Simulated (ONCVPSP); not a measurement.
u(r) = r·R(r): atom against pseudo-atom (rubidium)

Columns: radius, all-electron u(r) and pseudo u(r) of the 4p shell (level -16.03 eV) of rubidium in the configuration [Ar] 3d10 4s2 4p6 5s1; LDA (Perdew-Wang 92), scalar-relativistic, ONCV scheme, ONCVPSP 4.0.1.

```
r (bohr)  all-electron  pseudo
   0.128        0.2019  0.0145
   0.255       -0.2350  0.0573
   0.382       -0.4071  0.1272
   0.510       -0.2707  0.2211
   0.638       -0.0067  0.3311
   0.765        0.2628  0.4471
   0.893        0.4893  0.5619
   1.020        0.6540  0.6649
   1.148        0.7618  0.7491
   1.275        0.8200  0.8057
   1.402        0.8401  0.8320
   1.530        0.8321  0.8292
   1.658        0.8041  0.8035
   1.785        0.7634  0.7634
   1.912        0.7149  0.7149
   2.040        0.6620  0.6619
   2.168        0.6077  0.6077
   2.295        0.5544  0.5544
   2.422        0.5030  0.5030
   2.550        0.4539  0.4539
   2.678        0.4080  0.4079
   2.805        0.3658  0.3658
   2.932        0.3271  0.3271
   3.060        0.2916  0.2916
   3.188        0.2595  0.2594
   3.315        0.2307  0.2307
```

(1) How many radial nodes do the two functions have?

(2) At about which radius was the pseudo-wave matched?

(3) Where does each function peak?

(4) Is the pseudo-wave norm-conserving?

Answers

(1) The all-electron 4p function has n − l − 1 = 2; the pseudo-wave has 0, since the states of the same l below it are removed with the core.

(2) 2.02 bohr. The columns agree to 0.0005 from 1.78 bohr on; several derivatives are matched, so the curves merge somewhat inside the radius.

(3) Outermost all-electron maximum near 1.40 bohr, pseudo maximum near 1.40 bohr (to the table’s step).

(4) Yes: the ONCV scheme keeps the norm inside the radius equal to the all-electron one, which fixes the energy derivative of the logarithmic derivative at the level.
